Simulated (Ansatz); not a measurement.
An input meant for AsMe3 (C₃H₉As) (charge 0, singlet; atoms displaced at random, 0.15 Å in each coordinate).

```yaml
crystal:
  periodic: [false, false, false]
  atoms:
    - {symbol: As, position_ang: [0.076105, -0.329269, 1.155202]}
    - {symbol: C, position_ang: [1.562070, 0.042064, 0.242808]}
    - {symbol: H, position_ang: [2.027643, 0.876612, 0.111749]}
    - {symbol: H, position_ang: [1.760854, 0.044928, -1.173485]}
    - {symbol: H, position_ang: [2.438071, -0.727359, 0.232876]}
    - {symbol: C, position_ang: [-0.839646, 1.487524, 0.090860]}
    - {symbol: H, position_ang: [-0.668033, 1.262652, -1.111572]}
    - {symbol: H, position_ang: [-0.269971, 2.297118, 0.458531]}
    - {symbol: H, position_ang: [-1.794359, 1.883624, 0.593644]}
    - {symbol: C, position_ang: [-0.543993, -1.570860, 0.229027]}
    - {symbol: H, position_ang: [-1.756360, -1.361457, 0.465396]}
    - {symbol: H, position_ang: [-0.455931, -2.442905, 0.193709]}
    - {symbol: H, position_ang: [-0.780919, -1.500428, -1.046798]}
basis:
  gaussian: {orbitals: def2-SVP}
total_charge: -2
hamiltonian: {xc: {name: r2SCAN0}, dispersion: d4}
scf: {omitted_lower_state_checks: [starts]}
output: {forces: true}
```

```sh
$ ansatz run in.yaml --threads 2 --pin off --events-out ev --progress --plain --max-ram 4352MiB
```

Shortened log:

```
Functional definition: r2SCAN0
1224 factors; integrals over basis functions are off by at most 1.2e-3 eV
mean field evaluation 1: about -64064.8713 eV, gradient 4.0e1 eV
mean field evaluation 2: about -64059.0876 eV, gradient 6.0e1 eV
mean field evaluation 4: about -64069.8466 eV, gradient 7.2e0 eV
mean field evaluation 8: about -64070.2185 eV, gradient 4.2e-1 eV
mean field evaluation 16: about -64070.2194 eV, gradient 1.5e-3 eV
mean field -64070.21935607 eV, -2354.5371329809 hartree, gradient 4.4e-5 eV, S^2 0.000000; 0 other end points of the search recorded, 0 dependent functions left out
reference -64070.21936440 eV, -2354.5371332871 hartree; 31, 31 occupied and 88, 88 virtual orbitals, 1224 factors
Total energy: -64070.34103068 eV, -2354.5416044407 hartree
Atom 0 at     0.076105    -0.329269     1.155202 Å, force     1.309580     4.877024     7.323187 eV/Å
Atom 1 at     1.562070     0.042064     0.242808 Å, force     3.852859    -7.049311    -3.865546 eV/Å
Atom 2 at     2.027643     0.876612     0.111749 Å, force     3.157231     6.713933     0.839264 eV/Å
Atom 3 at     1.760854     0.044928    -1.173485 Å, force    -1.422694    -0.260305     0.725904 eV/Å
Atom 4 at     2.438071    -0.727359     0.232876 Å, force    -1.576300     1.038023     0.536853 eV/Å
Atom 5 at    -0.839646     1.487524     0.090860 Å, force    -1.727674    -0.077818    -2.851500 eV/Å
Atom 6 at    -0.668033     1.262652    -1.111572 Å, force    -1.166209     1.326112     2.952017 eV/Å
Atom 7 at    -0.269971     2.297118     0.458531 Å, force     2.023432     1.231569     0.094289 eV/Å
Atom 8 at    -1.794359     1.883624     0.593644 Å, force    -0.115900    -0.944662    -1.473535 eV/Å
Atom 9 at    -0.543993    -1.570860     0.229027 Å, force    -8.132738     7.961322    -5.399618 eV/Å
Atom 10 at    -1.756360    -1.361457     0.465396 Å, force     1.342668    -1.438580    -0.455132 eV/Å
Atom 11 at    -0.455931    -2.442905     0.193709 Å, force     1.709339   -14.184332     0.177123 eV/Å
Atom 12 at    -0.780919    -1.500428    -1.046798 Å, force     0.746404     0.807025     1.396695 eV/Å
Dipole moment:     0.128023    -0.307619     0.972984 e Å
Checks for a lower state left out: starts
```

**Question.** What is wrong with this run?

**Answer.** The charge is far from what the species holds (-2 typed, 0 meant). The calculation finished and met its thresholds. The result belongs to that input, not to the species as meant. The highest occupied level of an anion often lies above zero with these methods, and sets without diffuse functions describe the outer electron poorly.
